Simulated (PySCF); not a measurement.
## Te (tellurium, neutral) across methods

[Kr] 4d10 5s1 5p5, high-spin 3P determinant (an excited configuration). Calculation: PySCF 2.14, in def2-QZVPPD with the def2 core potential (28 electrons) (8s7p5d4f1g, 91 functions); a scalar-relativistic core potential.

```csv
method,E (hartree),mean ε 5s α (eV),mean ε 5p α (eV),mean ε 5p β (eV),Σ⟨r²⟩ (bohr²),⟨S²⟩
UHF,-266.63994,-24.164,-11.387,-7.646,63.14,2.045
BP86,-267.7723,-16.713,-7.152,-5.975,61.24,2.006
PBE0,-267.6476,-18.657,-8.295,-6.569,61.37,2.010
B97-3,-267.6951,-18.701,-8.283,-6.504,61.46,2.011
PBE,-267.6339,-16.598,-7.067,-5.832,61.41,2.006
B3LYP,-267.7272,-18.199,-7.943,-6.479,61.59,2.007
CAM-B3LYP,-267.6277,-20.313,-9.469,-7.740,61.52,2.008
r2SCAN,-267.7459,-17.472,-7.519,-5.904,61.15,2.016
LDA,-267.2424,-16.795,-7.149,-5.999,61.27,2.004
```

Energies and moments cover only the electrons outside the core potential.
